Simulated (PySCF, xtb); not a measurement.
Cd(Cl)(SeH) (CdClHSe), SMILES [Cl][Cd][SeH].

GFN2-xTB (xtb 6.7.1) at its own geometry gives an orbital gap of 2.92 eV and a dipole moment of 4.56 D.

The structure is a stationary point at B3LYP-D3(BJ)/def2-TZVP. The def2 effective core potentials stand for the cores of Cd; spin–orbit coupling is left out. Other conformers were not sampled.

Problem. What does r2SCAN/def2-TZVPD (PySCF) give? (The exact figures need the calculation; the answer reports its results.)

Solution. gap 3.81 eV (levels -6.46 and -2.65 eV), dipole 1.69 D.
